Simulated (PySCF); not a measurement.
Computed shifts of a molecule GeH₇NSi, HF/pcSseg-1 in PySCF, GIAO, gas phase, atoms alike by connectivity averaged where their shifts nearly agree, in ppm (number of nuclei): ²⁹Si: -40.3 (1). ¹⁵N: -6.2 (1). ¹H: 4.94 (2), 3.45 (3), 0.17 (2). References: ²⁹Si against TMS (σ = 393.8 ppm); ¹⁵N against NH3 (σ = 267.3 ppm); ⁷³Ge against GeH4 (σ = 1776.1 ppm); ¹H against TMS (σ = 31.99 ppm), references at their B3LYP-D3(BJ)/def2-TZVP geometries, non-relativistic. Geometry: PBE0-D3(BJ)/def2-SVP. Other conformers were not sampled.

**Question.** Which structure fits?
A. N[SiH2][GeH3]
B. [SiH3][NH][GeH3]
C. [NH2][GeH2][SiH3]

**Answer.** A, N[SiH2][GeH3]
